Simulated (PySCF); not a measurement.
# UHF on Al⁺ (aluminium, charge +1)

Configuration: [Ne] 3s2, closed-shell 1S. All numbers are calculated (PySCF 2.14, the spin-free X2C one-electron Hamiltonian (Gaussian nucleus), in jorge-DZP-DKH).

| Item | Value |
| --- | --- |
| Total energy | -242.101700 hartree |
| One-electron energy | -333.4469 hartree |
| Hartree (Coulomb) energy | 109.2890 hartree |
| Exchange energy | -17.9438 hartree |
| ⟨S²⟩ | 0.0000 |
| ⟨L²⟩ | 0.000 |
| Sum of ⟨r⟩ | 9.932 bohr |
| Sum of ⟨r²⟩ | 17.28 bohr² |
| Langevin diamagnetic susceptibility | -13.7 ×10⁻⁶ cm³/mol |
| Time after the integrals | 0.07 s of wall time on 1 thread of AMD EPYC 7R43 64-Core Processor (shared host) |

```tsv
shell	electrons	mean orbital energy (hartree)	rms radius, mean of both spins (bohr)
1s	2	-58.93083	0.139
2s	2	-5.23392	0.676
2p	6	-3.52029	0.674
3s	2	-0.65264	2.61
```

Densities and radii are taken from the X2C orbitals without a picture-change correction, which distorts them close to the nucleus.
